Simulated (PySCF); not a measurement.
## Two-component Hartree-Fock for C⁺ (carbon, charge +1)

Start: [He] 2s2 2p1; 2p1/2 filled at m_j = +1/2. Calculated with PySCF 2.14 in x2c-SVPall-2c: generalised Hartree-Fock with the X2C-1e Hamiltonian and a Gaussian nucleus; one run each with spin-orbit coupling (SO) switched off, then screened by Boettger's factors.

```csv
spinor shell,electrons,"ε, spin-free (eV)","ε, screened SO (eV)",weight of nominal j (screened SO),"rms radius, screened SO (bohr)"
1s1/2,2,-323.92,-323.92,1.000,0.311
2s1/2,2,-31.113,-31.112,0.999,1.63
2p1/2,1,-24.984,-24.989,0.897,1.65
```

```csv
quantity,spin-free,screened SO
E (hartree),-37.26000,-37.26019
M_J,1/2,1/2
⟨J²⟩,1.091,1.063
⟨L²⟩,2.014,2.014
⟨S²⟩,0.755,0.755
```

The determinant has a definite M_J but mixes levels of different J.

Each row is a mean over spinors that exchange with the open shell spreads, by up to 1.131 eV (2s1/2).

Rows whose weight is well below 1 are mixtures of j = l ± 1/2: exchange outweighs spin-orbit coupling there, and the label is only the starting occupation.

Without spin-orbit coupling the j labels of p, d and f shells carry no meaning; the spin-free column gives the mean over the occupied spinors of each nl shell, and its ⟨J²⟩ belongs to a mixture of degenerate components.
